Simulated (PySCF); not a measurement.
## From computed data to an observable: oscillator strength and radiative lifetime

CH4AlClOSe, SMILES C[O][Al]([Cl])[SeH].

The structure is a stationary point at ωB97X-D3(BJ)/def2-SVP. The structure was generated by enumeration; whether it is a known compound was not checked. One conformer was computed; it need not be the lowest.

PySCF 2.14.0 with TDDFT-PBE/def2-SVPD puts the first singlet state with f over 0.02 at 4.73 eV (vertical), with the transition dipole (0.000, 0.000, 0.459) in atomic units.

### Question
Find the oscillator strength, the wavelength and the radiative lifetime that this transition would have in vacuum if emission retraced absorption.

### Answer

|μ|² = 0.2107 au, so |μ| = 1.17 D. ΔE = 4.73/27.211 = 0.1738 hartree. f = (2/3) ΔE |μ|² = 0.024 (the program prints 0.024).
λ = 1239.84/4.73 = 262 nm; ν = 38150 cm⁻¹.
Einstein's coefficient A = 0.6670 ν² f s⁻¹ (ν in cm⁻¹) = 2.4e7 s⁻¹, so τ = 1/A = 42 ns. This state is S1. The figure is the radiative limit of this one transition; relaxation, internal conversion, crossing to triplets and a medium change what is measured.
